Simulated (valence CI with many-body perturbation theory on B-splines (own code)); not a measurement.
## Level structure of Fe²⁰⁺

Level of theory: relativistic CI+MBPT: four valence electrons over a frozen Dirac-Fock core [He], radial functions for each j: 11 s, 11 p, 10 d, 8 f, 5 g, 2 h, with the one-electron correlation potential Σ1 (screened to all orders), the two-electron term Σ2, the three-electron term Σ3, Breit, model QED; selected single and double excitations, second order for the rest, scaled by the run's own slope (own B-spline code, finite nucleus).

No measured spectrum was set against this ion. As an estimate, levels of excited configurations hold to 0.05 to 0.15 % of their energy, terms of the ground configuration to about 0.5 %. Among the levels kept, up to 1000 cm⁻¹ of a level comes from second order outside the variational space, and about a tenth of that is noise between levels of different J, which matters for small intervals.

Levels 181 to 195 of 195, with energies above the lowest level, 2s2 2p2 3P_0. "Leading %" is the weight of the configuration and term that name the level; weights of strongly mixed levels are sums over their largest components and can fall short, so below about 35 % the name and the second component can differ from the true leading terms, or belong to a minority configuration. In the jj column 3d3/2^4 stands for four electrons in 3d with j = 3/2. Lifetimes count E1, E2, E3, M1 and M2 decay at the calculated energies, and are blank where another channel may lead or the interval is too uncertain; long ones can be off by a factor of two.

| No. | Configuration | Term | J | E (eV) | Leading % | Lifetime | Leading jj | g |
| --- | --- | --- | --- | --- | --- | --- | --- | --- |
| 181 | 2p3 3p | 1F | 3 | 1159.4 | 46 | 344 fs | 2p1/2 2p3/2^2 3p3/2 (85 %) | 1.139 |
| 182 | 2p3 3s | 3P° | 2 | 1159.6 | 70 | 421 fs | 2p3/2^3 3s (78 %) | 1.438 |
| 183 | 2p3 3p | 3F | 4 | 1159.9 | 96 | 393 fs | 2p1/2 2p3/2^2 3p3/2 (96 %) | 1.247 |
| 184 | 2p3 3d | 5D° | 3 | 1160.0 | 87 | 8.22 ps | 2p1/2^2 2p3/2 3d3/2 (28 %) | 1.463 |
| 185 | 2p3 3d | 5D° | 0 | 1160.0 | 93 | 4.60 ps | 2p1/2^2 2p3/2 3d3/2 (44 %) |  |
| 186 | 2p3 3d | 5D° | 2 | 1160.0 | 85 | 4.07 ps | 2p1/2^2 2p3/2 3d3/2 (39 %) | 1.458 |
| 187 | 2p3 3d | 5D° | 1 | 1160.1 | 93 | 2.41 ps | 2p1/2^2 2p3/2 3d3/2 (41 %) | 1.475 |
| 188 | 2p3 3d | 5D° | 4 | 1160.5 | 92 | 19.3 ps | 2p1/2^2 2p3/2 3d5/2 (47 %) | 1.475 |
| 189 | 2p3 3s | 1P° | 1 | 1162.9 | 68 | 288 fs | 2p3/2^3 3s (76 %) | 1.038 |
| 190 | 2p3 3p | 3P | 0 | 1164.8 | 91 | 286 fs | 2p1/2^2 2p3/2 3p3/2 (65 %) |  |
| 191 | 2p3 3d | 3D° | 2 | 1166.7 | 74 | 301 fs | 2p1/2^2 2p3/2 3d5/2 (56 %) | 1.124 |
| 192 | 2p3 3p | 3P | 1 | 1167.8 | 77 | 267 fs | 2p1/2 2p3/2^2 3p3/2 (76 %) | 1.521 |
| 193 | 2p3 3p | 3P | 2 | 1168.3 | 92 | 194 fs | 2p1/2 2p3/2^2 3p1/2 (63 %) | 1.463 |
| 194 | 2p3 3d | 3D° | 3 | 1169.8 | 82 | 183 fs | 2p1/2 2p3/2^2 3d5/2 (49 %) | 1.298 |
| 195 | 2p3 3d | 3D° | 1 | 1170.1 | 95 | 170 fs | 2p1/2 2p3/2^2 3d5/2 (49 %) | 0.534 |

Names give the largest LS component (configuration and term), which can be under half, so a name can repeat, a term be missing and a line seem to break the LS rules; names also repeat where a configuration has a term twice.

Where two levels of one J and parity lie close, their mixing, g and order are uncertain.
